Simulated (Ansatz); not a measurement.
Consider the homolysis of the Ga–O bond: `[NH2][Ga]([OH])[OH]` → `[NH2][Ga][OH]`• + `[OH]`•.

Gas-phase electronic energies from Ansatz, PBE0-D4/def2-TZVP geometries. CCSD(T)/CBS adds triple-zeta CCSD(T) − MP2 to the extrapolated MP2 energy (def2 sets, frozen cores). This one scheme is used for every species. DFT in def2-TZVPP. Open shells (•) are unrestricted, without spin–orbit coupling. For Ga outer-core shells are correlated without core-valence functions, which leaves a few kJ/mol of doubt a bond. Scalar relativity is left out up to krypton. One conformer a species, not always the lowest.

`[NH2][Ga]([OH])[OH]`:

```xyz
8

N     0.082   -0.061   -1.532
Ga   -0.052   -0.094    0.272
O    -0.237   -1.656    1.100
O    -0.104    1.353    1.315
H     0.281   -0.913   -2.030
H     0.443    0.741   -2.019
H    -0.364   -1.558    2.046
H    -0.050    2.188    0.847
```

`[NH2][Ga][OH]`•:

```xyz
6

N     0.129   -0.947   -0.625
Ga    0.714    0.038    0.835
O     0.033    1.693    1.049
H     0.417   -1.913   -0.680
H    -0.857   -0.879   -0.849
H    -0.436    2.009    0.271
```

`[OH]`•:

Z-matrix (Å, degrees):
```
O
H 1 0.973
```

```
             level  ΔE (kJ/mol)  difference from CCSD(T)/CBS
       LDA (SPW92)        531.2                         52.2
            B97M-V        449.8                        -29.2
           PBE0-D4        445.8                        -33.2
        r2SCAN0-D4        435.9                        -43.1
           ωB97X-V        464.9                        -14.1
             BHLYP        425.0                        -54.0
RPA@PBE/def2-TZVPP        431.2                        -47.8
      MP2/def2-SVP        476.0                         -3.0
CCSD(T)/def2-TZVPP        462.1                        -16.9
    MP2/def2-QZVPP        502.1                         23.1
       CCSD(T)/CBS        479.0                            0
```

Largest T1 diagnostic among the species: 0.016.

From r2SCAN to r2SCAN0 (25 % exact exchange), in def2-TZVPP and without D4, ΔE moves by −7.9 kJ/mol: exact exchange takes away binding that semilocal exchange gives to molecules. In def2-TZVPP, CCSD(T) changes the Hartree–Fock value by +139.1 kJ/mol (the triples alone add +9.3 kJ/mol) and MP2 by +169.2 kJ/mol; breaking electron pairs costs correlation energy, which Hartree–Fock lacks. The D4 term adds +6.9 kJ/mol with B3LYP and +3.7 kJ/mol with PBE0; it sums over pairs of atoms, weighted by their polarisabilities, and B3LYP, whose exchange is more repulsive, gets the larger term.

B3LYP here is the variant with VWN-RPA as its local correlation; programs differ in this.
